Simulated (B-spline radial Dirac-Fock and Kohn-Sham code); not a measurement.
Elastic and transport cross sections of arsenic for electrons

Calculated with a radial B-spline solver, using relativistic (Dirac) partial waves in the static field of the Dirac-Fock atom with Furness-McCarthy exchange, without polarisation or absorption potentials. σ_tr1 and σ_tr2 weight the cross section with 1 − P₁ and 1 − P₂ of cos θ; "backward" is the share scattered beyond 90°.

```
energy (eV)  σ (a₀²)  σ_tr1 (a₀²)  σ_tr2 (a₀²)  σ/σ_tr1  backward (%)
       1830     4.70        0.597        0.813     7.88           4.6
       1900     4.60        0.566        0.783     8.12           4.4
       1970     4.50        0.539        0.755     8.36           4.3
       2000     4.46        0.527        0.744     8.46           4.2
       3000     3.50        0.295        0.478     11.8           2.6
       3470     3.20        0.239        0.402     13.4           2.2
       3610     3.12        0.225        0.383     13.9           2.1
       5000     2.53        0.138        0.254     18.4           1.4
       9250     1.67       0.0527        0.109     31.7          0.59
      10000     1.58       0.0465       0.0973     34.0          0.53
      12800        ?            ?            ?        ?             ?
      13300     1.29       0.0294       0.0638     44.0          0.36
      13800     1.26       0.0276       0.0604     45.5          0.35
      19000    0.991       0.0163       0.0370     60.7          0.23
      20000    0.954       0.0150       0.0341     63.6          0.21
      24100    0.828       0.0110       0.0254     75.4          0.17
      28000    0.738      0.00854       0.0200     86.4          0.14
      30000    0.700      0.00760       0.0179     92.0          0.12
```

Q: Fill in the row for 12.8 keV.

A: σ = 1.33 a₀², σ_tr1 = 0.0312 a₀², σ_tr2 = 0.0676 a₀², σ/σ_tr1 = 42.5, backward 0.38 %. The ratio σ/σ_tr1 is roughly the number of elastic collisions that randomise the direction.
